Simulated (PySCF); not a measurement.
Molecule: SMILES N#CSc1ccoc1, C$_{5}$H$_{3}$NOS.

Numbering as in the mapped SMILES `[N:1]#[C:2][S:3][c:4]1[cH:5][cH:6][o:7][cH:8]1` (H(Xn): hydrogen on atom n).

Geometry PBE0-D3(BJ)/def2-SVP throughout; GIAO in PySCF 2.14, gas phase, one conformer, non-relativistic; equivalent atoms averaged; basis pcSseg-1.

For orientation, wB97X-D gives these absolute shieldings σ: N1 -85.0, C6 33.7, C8 39.9, C2 69.9, C4 67.2, S3 516.9, O7 29.4, H(C6) 23.90, H(C5) 24.96 ppm.

A run gave: N1 -83.8, C6 34.3, C8 40.4, C2 72.1, C4 65.9, S3 496.0, O7 17.4, H(C6) 23.85, H(C5) 24.92 ppm (absolute shieldings σ).

Question: Which functional was used in that run?
A. HF
B. B3LYP
C. PBE
D. LDA

Answer: C. C4 tells them apart best: PBE gives 65.9, LDA gives 61.0, HF gives 74.5, B3LYP gives 61.2 ppm.
